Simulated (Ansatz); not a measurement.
Molecule: CH3F2In, net charge 0, singlet state. 
Coordinates optimised at B3LYP-D3(BJ)/def2-TZVP (Ansatz, a program for electronic structure):
```xyz
7

C     -2.1257    -0.3006    -0.0888
In    -0.0099    -0.0016    -0.0012
F      1.3667    -1.3918     0.0705
F      0.9272     1.7171     0.0271
H     -2.3239    -1.2561    -0.5666
H     -2.5698     0.5158    -0.6519
H     -2.5105    -0.3042     0.9288
```
Charge 0, spin multiplicity 1.

Wanted: vertical electron affinity (to the doublet state of charge -1; a negative value means that the extra electron is unbound and the number depends on the basis; each state is the SCF solution reached for its spin), in eV. Correlated levels leave the core frozen unless marked. UHF or UKS for open shells. Spin-orbit coupling is left out. Frozen are the shells of the preceding noble gas and the d and f shells that filled before the atom's block. Past Kr the def2 sets carry scalar-relativistic core potentials. Anions need diffuse functions: def2-D sets add few. 

| level | program | vertical electron affinity (eV) |
|---|---|---|
| B3LYP/def2-TZVPD | Ansatz | 0.52 |
| BHLYP/def2-TZVPD | Ansatz | 0.28 |
| wB97X/def2-TZVPD | Ansatz | 0.12 |
| CCSD/def2-SVPD | Ansatz | -0.04 |
| CCSD/def2-TZVPPD | Ansatz | 0.09 |
| CCSD/def2-QZVPPD | Ansatz | 0.15 |
